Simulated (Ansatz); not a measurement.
Cost and result for the atomization energy of C3H3Cl2GaO2, SMILES `[Cl][Ga-]1([Cl])[O]C=CC=[O+]1` (11 atoms, 11 bonds).

```xyz
11

Cl    1.130    0.649   -3.096
Ga    0.137   -0.563   -1.650
Cl   -0.694   -2.452   -2.185
O    -1.193    0.480   -0.763
C    -1.122    0.795    0.463
C    -0.113    0.462    1.357
C     1.000   -0.292    1.010
O     1.268   -0.781   -0.129
H    -1.959    1.395    0.832
H    -0.197    0.810    2.377
H     1.743   -0.502    1.786
```

The species carries charge 0 and has multiplicity 1. Correlated methods include outer-core shells of Ga, which these sets cover unevenly. Scalar relativity is left out up to krypton. The structure was optimised at the PBE0-D4/def2-TZVP level. Program: Ansatz. All runs use 3 threads of an AMD EPYC 7R13 on a shared host and a share of an NVIDIA H100 80 GB. Times are those of one run each, without the atoms' runs, and a repeat can differ threefold. Electronic energies, without spin–orbit coupling; frozen cores. CCSD(T)/CBS adds CCSD(T) − MP2 in def2-TZVPP to the MP2 limit, and its time is that of the two runs behind it. T1 = 0.016. With those shells the extrapolation isn't a true limit. B3LYP takes the VWN-RPA correlation (the form of Gaussian; ORCA's B3LYP/G).

CCSD(T)/CBS is a level of theory with its own doubt, some kJ/mol a heavy atom from the limit and from the frozen cores, so smaller differences don't rank the functionals.

```csv
level,functions,wall time
CAM-B3LYP-D4/def2-TZVPP,329,2.1 s
BHLYP-D4/def2-TZVPP,329,2.9 s
CCSD(T)/def2-SVP,153,3.2 s
ωB97X-V/def2-TZVPP,329,3.4 s
B97M-V/def2-TZVPP,329,3.9 s
PBE0-D4/def2-TZVPP,329,3.9 s
ωB97M-V/def2-TZVPP (with forces),329,4.3 s
BLYP-D4/def2-TZVPP,329,4.4 s
B3LYP-D4/def2-TZVPP (with forces),329,5 s
r2SCANh-D4/def2-TZVPP,329,6 s
MP2/def2-QZVPP,604,12 s
CCSD(T)/def2-TZVPP,329,22 s
CCSD(T)/CBS(def2),–,33 s
```

(1) What atomization energy does each give, and how far from CCSD(T)/CBS? (An estimate is asked.)

Results:

(1) Ansatz gave: 
```csv
level,atomization (kJ/mol),difference from CCSD(T)/CBS,per bond
CAM-B3LYP-D4/def2-TZVPP,4639.6,2.4,0.2
BHLYP-D4/def2-TZVPP,4435.3,-201.9,-18.4
CCSD(T)/def2-SVP,4424.1,-213.1,-19.4
ωB97X-V/def2-TZVPP,4658.0,20.8,1.9
B97M-V/def2-TZVPP,4677.2,40.0,3.6
PBE0-D4/def2-TZVPP,4686.7,49.5,4.5
ωB97M-V/def2-TZVPP (with forces),4651.9,14.7,1.3
BLYP-D4/def2-TZVPP,4633.5,-3.7,-0.3
B3LYP-D4/def2-TZVPP (with forces),4610.1,-27.1,-2.5
r2SCANh-D4/def2-TZVPP,4654.7,17.5,1.6
MP2/def2-QZVPP,4771.4,134.2,12.2
CCSD(T)/def2-TZVPP,4522.4,-114.8,-10.4
CCSD(T)/CBS(def2),4637.2,0.0,0.0
```

In def2-TZVPP, CCSD(T) changes the Hartree–Fock value by +1222.6 kJ/mol (the triples alone add +108.3 kJ/mol) and MP2 by +1404.7 kJ/mol; breaking electron pairs costs correlation energy, which Hartree–Fock lacks. From PBE to PBE0 (25 % exact exchange), in def2-TZVPP and without D4, the atomization energy moves by −122.8 kJ/mol: exact exchange takes away binding that semilocal exchange gives to molecules. The D4 term adds +62.7 kJ/mol with B3LYP and +33.5 kJ/mol with PBE0; it sums over pairs of atoms, weighted by their polarisabilities, and B3LYP, whose exchange is more repulsive, gets the larger term.
